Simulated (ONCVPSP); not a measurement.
What one change does to a pseudopotential (lanthanum (La), ONCV)

La, optimised norm-conserving Vanderbilt (ONCV), made with ONCVPSP 4.0.1 (PBEsol, scalar-relativistic). Core [Kr] 4d10 5s2, reference 5p6 5d1.5 6s1.5. Waves: 6s: rc 3.85 bohr, ncon 5, nbas 8, qcut 1.7 1/bohr, 2 projectors, debl 1.3 Ha; 5p: rc 1.75 bohr, ncon 4, nbas 7, qcut 4.8 1/bohr, 1 projector; 5d: rc 3.60 bohr, ncon 4, nbas 9, qcut 4.1 1/bohr, 1 projector; f scattering state at 0.11 Ha: rc 2.95 bohr, ncon 5, nbas 8, qcut 3.5 1/bohr, 2 projectors, debl 3.9 Ha. Local part: polynomial inside 1.15 bohr (lpopt 5, dvloc0 1 Ha). Core correction: Teter function, fcfact 4.5, rcfact 1.5.

In the f channel the program set the typed energies aside and used -0.130, 3.770 Ha.

Change: reference 5p6 5d1 6s0.5. In the f channel the program set the typed energies aside and used -0.497, 3.403 Ha.

Cutoffs: the cutoffs (Ha) at which the residual kinetic energy of the hardest occupied pseudo-wave falls to 1 and 0.1 mHa per electron; they do not see the model core or the augmentation charge, which bear on the density cutoff. Errors are all-electron minus pseudo energies relative to the spin-unpolarised reference configuration.

What does the change do?

The potential gets neither clearly harder nor softer (19 Ha and 43 Ha → 20 Ha and 43 Ha); both files keep a bound ghost (p, s); the number of tests with a reliable result goes from 3 to 2.

```tsv
quantity	base	changed
cutoff, loose	19 Ha	20 Ha
cutoff, tight	43 Ha	43 Ha
loose cutoff by channel	s 1.4 Ha, p 19 Ha, d 5.2 Ha	s 1.9 Ha, p 20 Ha, d 5.3 Ha
bound ghosts	s, p	s, p
GHOST(+) flags under 300 eV	f at 95.2 eV	f at 85.5 eV
tests with a reliable result	3 of 4	2 of 4
s: phases at 3.90 bohr within 0.05 rad from the reference energy up to (Ha; the scan ends near 5)	2.6	n/a
p: phases at 1.78 bohr within 0.05 rad from the reference energy up to (Ha; the scan ends near 5)	4.7	4.3
d: phases at 3.65 bohr within 0.05 rad from the reference energy up to (Ha; the scan ends near 5)	0.6	0.3
f: phases at 3.00 bohr within 0.05 rad from the reference energy up to (Ha; the scan ends near 5)	-0.1	-0.5
rms error of d²Exc/dni dnj with the model core, mHa	0.50	0.94
```

 A true bound ghost makes a file unfit for plane-wave use even where its test errors are small: the radial tests pick states by their node count and pass the ghost by.
